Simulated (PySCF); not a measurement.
# C₆ coefficients of unlike pairs at PBE

Calculated with PySCF 2.14 from the dipole response of each species, C₆(A,B) = (3/π) ∫ α_A(iu) α_B(iu) du, in atomic units, from isotropic polarisabilities. For ions this is the dispersion term alone; charge-induced terms of lower order in 1/R come first.

```json
{"species": "Ru", "configuration": "[Kr] 4d7 5s1 (5F)", "basis": "aug-cc-pVTZ-PP with ECP28MDF (6s6p5d3f2g)", "relativity": "core potential", "α (bohr³)": "57.47", "C₆ (like pair)": "530.7"}
{"species": "Be⁺", "configuration": "[He] 2s1 (2S)", "basis": "aug-cc-pVTZ with one added diffuse shell each of s, p, d, f type (6s5p4d3f)", "relativity": "none", "α (bohr³)": "21.57", "C₆ (like pair)": "57.53"}
{"species": "Xe", "configuration": "[Xe] (1S)", "basis": "aug-cc-pV5Z-PP with ECP28MDF (8s8p6d4f3g2h)", "relativity": "core potential", "α (bohr³)": "29.00", "C₆ (like pair)": "308.4"}
{"species": "Be²⁺", "configuration": "1s2 (1S)", "basis": "aug-cc-pCVDZ (5s4p2d)", "relativity": "none", "α (bohr³)": "0.03457", "C₆ (like pair)": "0.005487"}
```

(1) Estimate C₆ for Xe with Ru.

No spin-orbit coupling is included.

The other pairs:

```json
{"pair": "Be²⁺, Be⁺", "C₆": "0.1943"}
{"pair": "Be²⁺, Ru", "C₆": "0.8151"}
{"pair": "Be²⁺, Xe", "C₆": "0.7478"}
{"pair": "Xe, Be⁺", "C₆": "116.5"}
{"pair": "Be⁺, Ru", "C₆": "170.6"}
```

Answers

(1) The integral gives 386.6. The combination rule 2 C_A C_B / (C_A α_B/α_A + C_B α_A/α_B) gives 372.4 and the geometric mean 404.5.
